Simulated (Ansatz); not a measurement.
`[SiH3][CH](S)[SbH2]`. Total charge 0; spin multiplicity 1. Sb takes the def2 core potential.

Cartesian coordinates in Å:
```
Si -1.015 -1.190 0.651
C 0.494 -0.143 0.250
S 1.184 -0.725 -1.309
Sb -0.083 1.960 0.313
H -1.410 -0.935 2.062
H -0.715 -2.636 0.479
H -2.136 -0.813 -0.248
H 1.223 -0.259 1.058
H 1.875 0.375 -1.654
H 1.403 2.465 -0.375
H -0.820 1.899 -1.226
```

Q: List the harmonic frequencies (cm⁻¹, unscaled) at PBE0-D4/def2-TZVP in Ansatz. (An estimate is asked.)

A: The calculation gave: 121, 131, 142, 167, 188, 229, 410, 561, 586, 631, 704, 748, 811, 834, 918, 937, 946, 964, 1052, 1151, 1939, 1975, 2221, 2228, 2234, 2685, 3065.

Q: Is this a minimum?

A: Yes, all 27 modes are real.

Q: Give the ideal-gas thermochemistry at 298.15 K and 1 bar (rigid rotor, harmonic oscillator; point group C1, symmetry number 1).

A: Zero-point energy 170.9 kJ/mol; H(298) − E = 194.3 kJ/mol; entropy 376.5 J/(mol·K), of which translation 175.0, rotation 121.0, vibration 80.6; G(298) − E = 82.0 kJ/mol.
